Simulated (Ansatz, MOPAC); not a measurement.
System: CH7OSi2, net charge -1, singlet state. SMILES: C[SiH2]O[SiH2-]

Atoms: C1, Si2, O3, Si4, H5, H6, H7, H8, H9, H10, H11. Bonds: C1-Si2, C1-H5, C1-H6, C1-H7, Si2-O3, Si2-H8, Si2-H9, O3-Si4, Si4-H10, Si4-H11.

Bond lengths (Å) and angles (degrees) optimised at PM6 with MOPAC; PM7 with MOPAC; MNDO with MOPAC; HF/STO-3G with Ansatz (a first-principles code); HF/6-31G* with Ansatz; MP2/6-31G* with Ansatz, each started from the B3LYP-D3(BJ)/def2-TZVP structure (Ansatz) of the last column. A row stands for all coordinates that are equal there; 13 of 26 kinds are shown. 6-31G* holds six Cartesian d functions. No wavenumbers were computed at MNDO, HF/STO-3G, MP2/6-31G*, so these may be saddle points.

```
coordinate    PM6    PM7   MNDO  HF/STO-3G  HF/6-31G*  MP2/6-31G*  B3LYP-D3(BJ)/def2-TZVP
----------  -----  -----  -----  ---------  ---------  ----------  ----------------------
C1-Si2      1.858  1.894  1.826      1.877      1.896       1.892                   1.885
C1-H5       1.099  1.102  1.106      1.082      1.087       1.093                   1.092
C1-H6       1.098  1.102  1.107      1.083      1.088       1.094                   1.093
C1-H7       1.098  1.095  1.108      1.084      1.090       1.097                   1.095
Si2-O3      1.555  1.533  1.596      1.638      1.592       1.625                   1.602
Si2-H8      1.454  1.463  1.400      1.433      1.494       1.504                   1.498
Si2-H9      1.454  1.463  1.407      1.433      1.495       1.506                   1.499
O3-Si4      1.829  1.651  1.684      1.786      1.781       1.823                   1.789
C1-Si2-O3   114.6  113.5  113.1      116.1      114.5       115.3                   114.0
Si2-O3-Si4  175.3  172.8  133.0      117.2      134.4       122.8                   128.6
Si2-C1-H5   110.4  109.0  112.2      111.5      110.7       110.2                   109.4
Si2-C1-H6   110.9  109.0  112.1      111.8      111.2       111.1                   110.9
Si2-C1-H7   109.8  114.1  111.4      111.5      111.2       111.1                   111.3
```

Mean signed difference of all 10 bond lengths from B3LYP-D3(BJ)/def2-TZVP: PM6 -0.013 Å, PM7 -0.047 Å, MNDO -0.055 Å, HF/STO-3G -0.028 Å, HF/6-31G* -0.005 Å, MP2/6-31G* 0.007 Å.
